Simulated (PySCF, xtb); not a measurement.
tetrasilane (H₁₀Si₄), SMILES [SiH2]([SiH3])[SiH2][SiH3].

GFN2-xTB (xtb 6.7.1) at its own geometry gives an orbital gap of 3.69 eV and a dipole moment of 0.27 D.

Geometry optimised at ωB97X-D3(BJ)/def2-SVP. Other conformers were not sampled.

What does PySCF with ωB97X/def2-TZVP give? (Estimate from the structure and the level; the computed values follow.)

gap 11.71 eV (levels -10.08 and 1.64 eV), dipole 0.23 D.
